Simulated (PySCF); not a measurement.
I3Sb, charge +1, multiplicity 2. Atoms are numbered in the order given.

```xyz
4

Sb     0.0000     0.0000    -0.7403
I      2.1899     1.2644     0.2375
I     -2.1899     1.2644     0.2375
I      0.0000    -2.5287     0.2375
```
Charge +1, spin multiplicity 2.

Geometry optimised at PBE-D3(BJ)/def2-SVP. The def2 effective core potentials stand for the cores of I, Sb; spin–orbit coupling is left out.

Computed with ωB97X/def2-TZVP run with PySCF.

ESP charges are fitted to the potential on shells at 1.4 to 2.0 van der Waals radii. Atomic charges (e):

```tsv
atom	ESP fit	Löwdin	Mulliken	Mulliken spin
Sb1	0.37	?	0.61	0.22
I2	0.21	?	0.13	0.26
I3	0.21	?	0.13	0.26
I4	0.21	?	0.13	0.26
```

### Question
Complete the blanks. (Estimate from the structure and the level; the computed values follow.)

### Answer

- Sb1, Löwdin: 0.18
- I2, Löwdin: 0.27
- I3, Löwdin: 0.27
- I4, Löwdin: 0.27
